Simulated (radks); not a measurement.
All-electron atom: the samarium ion Sm39+ in [Ar] 3d5.

Calculated with a radial shooting solver on a logarithmic mesh with Libxc functionals: scalar-relativistic Kohn-Sham, LDA (Slater exchange, VWN5 correlation), spin-polarised, spherical densities, finite nucleus; open shells are filled with parallel spins first (spin-orbit coupling, left out, can overturn this in heavy ions); Fermi nuclear charge, rms radius 5.0819 fm.

Energy parts (hartree):
total: -9286.1046
kinetic: 9991.6442
electron-nucleus: -20770.9175
Hartree: 1651.6345
exchange-correlation: -158.4658

Orbitals (lengths in bohr, moments of r in powers of bohr; r(max) is where P^2 peaks):
1s up: occ. 1; eigenvalue (hartree) -1787.535; <1/r> 68.75; <r^2> 0.0007058; r(max) 0.01451; <r^4> 1.320e-06
1s down: occ. 1; eigenvalue (hartree) -1787.512; <1/r> 68.75; <r^2> 0.0007057; r(max) 0.01450; <r^4> 1.320e-06
2s up: occ. 1; eigenvalue (hartree) -352.5942; <1/r> 15.99; <r^2> 0.01101; r(max) 0.08206; <r^4> 0.0002069
2s down: occ. 1; eigenvalue (hartree) -351.8508; <1/r> 16.02; <r^2> 0.01098; r(max) 0.08199; <r^4> 0.0002060
2p up: occ. 3; eigenvalue (hartree) -322.8363; <1/r> 15.01; <r^2> 0.008808; r(max) 0.06621; <r^4> 0.0001523
2p down: occ. 3; eigenvalue (hartree) -322.2471; <1/r> 15.03; <r^2> 0.008781; r(max) 0.06613; <r^4> 0.0001514
3s up: occ. 1; eigenvalue (hartree) -125.5754; <1/r> 6.182; <r^2> 0.06712; r(max) 0.2268; <r^4> 0.006647
3s down: occ. 1; eigenvalue (hartree) -124.7771; <1/r> 6.157; <r^2> 0.06747; r(max) 0.2272; <r^4> 0.006719
3p up: occ. 3; eigenvalue (hartree) -116.3431; <1/r> 5.866; <r^2> 0.06551; r(max) 0.2206; <r^4> 0.006570
3p down: occ. 3; eigenvalue (hartree) -115.5283; <1/r> 5.841; <r^2> 0.06592; r(max) 0.2210; <r^4> 0.006655
3d up: occ. 5; eigenvalue (hartree) -105.1724; <1/r> 5.591; <r^2> 0.05238; r(max) 0.1773; <r^4> 0.004639
3d down: occ. 0; eigenvalue (hartree) -104.1744; <1/r> 5.574; <r^2> 0.05284; r(max) 0.1777; <r^4> 0.004733
4s up: occ. 0; eigenvalue (hartree) -62.87766; <1/r> 3.142; <r^2> 0.2495; r(max) 0.4694; <r^4> 0.08563
4s down: occ. 0; eigenvalue (hartree) -62.60622; <1/r> 3.129; <r^2> 0.2512; r(max) 0.4710; <r^4> 0.08680
4p up: occ. 0; eigenvalue (hartree) -59.22416; <1/r> 3.007; <r^2> 0.2561; r(max) 0.4744; <r^4> 0.09152
4p down: occ. 0; eigenvalue (hartree) -58.95405; <1/r> 2.994; <r^2> 0.2580; r(max) 0.4762; <r^4> 0.09291

The highest occupied level is 3d up at -2861.9 eV. For comparison, the ionisation energy in NIST's Atomic Spectra Database is 2887 eV (theoretical). In exact Kohn-Sham theory the highest level is minus the ionisation energy, but local and semilocal functionals leave it too shallow, through self-interaction and a potential that decays too fast; potentials with the right tail come closer.
